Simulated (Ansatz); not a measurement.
C4H10O2, charge -1, doublet, at the geometry of the source list (a state made from the parent by changing its charge; the spin is typed, not shown lowest) (a gas-phase anion, which may not be bound at this level). Base run: PBE0/STO-3G in Ansatz (a first-principles code).

Here is a job for Ansatz.
Ansatz 0.2 input:
```yaml
crystal:
  periodic: [false, false, false]
  atoms:
    - {symbol: C, position_ang: [2.54090000, 0.44440000, -0.00820000]}
    - {symbol: O, position_ang: [1.37100000, -0.18980000, 0.43580000]}
    - {symbol: C, position_ang: [0.22760000, 0.17020000, -0.31120000]}
    - {symbol: C, position_ang: [-0.97310000, -0.56690000, 0.29040000]}
    - {symbol: C, position_ang: [-2.25710000, -0.24300000, -0.46130000]}
    - {symbol: O, position_ang: [-1.14140000, -0.19520000, 1.63950000]}
    - {symbol: H, position_ang: [2.45520000, 1.53540000, 0.06930000]}
    - {symbol: H, position_ang: [3.34660000, 0.09480000, 0.63380000]}
    - {symbol: H, position_ang: [2.76200000, 0.18360000, -1.05040000]}
    - {symbol: H, position_ang: [0.06420000, 1.25710000, -0.25040000]}
    - {symbol: H, position_ang: [0.35690000, -0.10640000, -1.36760000]}
    - {symbol: H, position_ang: [-0.76740000, -1.64900000, 0.23140000]}
    - {symbol: H, position_ang: [-2.45540000, 0.82340000, -0.40320000]}
    - {symbol: H, position_ang: [-2.17160000, -0.53950000, -1.50240000]}
    - {symbol: H, position_ang: [-3.08510000, -0.77370000, -0.00230000]}
    - {symbol: H, position_ang: [-0.27340000, -0.24560000, 2.05670000]}
basis:
  gaussian:
    orbitals: STO-3G
hamiltonian:
  xc: pbe0
total_charge: -1
magnetization: {spin_polarized: true, initial_magnetization: 1}
```

Each row names what was changed in the base input (with any setting that the change needs).

```
change                                                                basis functions      E (Eh)
--------------------------------------------------------------------  ---------------  ----------
base                                                                               40  -304.17472
basis = cc-pVDZ-DK; relativity = spin-free X2C; nucleus = Gaussian                134  -308.57331
basis = x2c-SVPall; relativity = none                                             134  -308.17120
basis = ANO-RCC-VDZP; relativity = spin-free X2C                                  134  -308.74736
basis = cc-pVDZ-DK; relativity = spin-free X2C                                    134  -308.57335
basis = x2c-SVPall; relativity = spin-free X2C; nucleus = Gaussian                134  -308.33478
basis = ANO-RCC-VDZP; relativity = spin-free X2C; nucleus = Gaussian              134  -308.74732
basis = x2c-SVPall; relativity = spin-free X2C                                    134  -308.33482
basis = ANO-RCC-VDZP; relativity = none                                           134  -308.56568
basis = cc-pVDZ-DK; relativity = none                                             134  -308.39905
```

Absolute energies of different levels of theory aren't comparable as measures of quality.

Ansatz warned in this series: the basis is contracted for relativity, which the run leaves out.

A gas-phase anion may not be bound at this level; its values then depend on the basis.

Basis sets contracted for a relativistic Hamiltonian are a mismatch without it, so the rows without relativity aren't non-relativistic limits. No row has spin-orbit coupling; sets with core potentials leave out the core electrons.
